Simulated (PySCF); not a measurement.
PBE on Mg (magnesium, neutral), [Ne] 3s1 3d1, high-spin 3D determinant (an excited configuration). Calculation: PySCF 2.14, in dyall-av3z (20s13p6d4f, 117 functions); the non-relativistic Hamiltonian (point nucleus).

```
cycle= 1 E= -199.721936939179  delta_E= -0.00825  |g|= 0.0269  |ddm|= 0.236
cycle= 2 E= -199.72198859114  delta_E= -5.17e-05  |g|= 0.0229  |ddm|= 0.0206
cycle= 3 E= -199.72205463213  delta_E= -6.6e-05  |g|= 0.000656  |ddm|= 0.00457
cycle= 4 E= -199.722054717557  delta_E= -8.54e-08  |g|= 4.74e-05  |ddm|= 0.00106
cycle= 5 E= -199.722054718655  delta_E= -1.1e-09  |g|= 4.03e-06  |ddm|= 0.000217
cycle= 6 E= -199.722054718681  delta_E= -2.67e-11  |g|= 4.36e-07  |ddm|= 3.31e-05
converged SCF energy = -199.722054718681  <S^2> = 2.0000337  2S+1 = 3.0000225
```

Highest occupied orbital energy: 0.570 eV; ⟨L²⟩ = 6.00; populations by l: s 5.00, p 6.00, d 1.00, f 0.00.

(1) Can this result be used?

## Answers

(1) Not for this state. Self-consistency was reached. The outer electron is Rydberg-like, and this basis confines it to a smaller radius and binds it less than a complete one would. At PBE the highest occupied level has a positive energy, so only the finite basis holds that electron; for this excited configuration the basis is too tight for the outer shell.
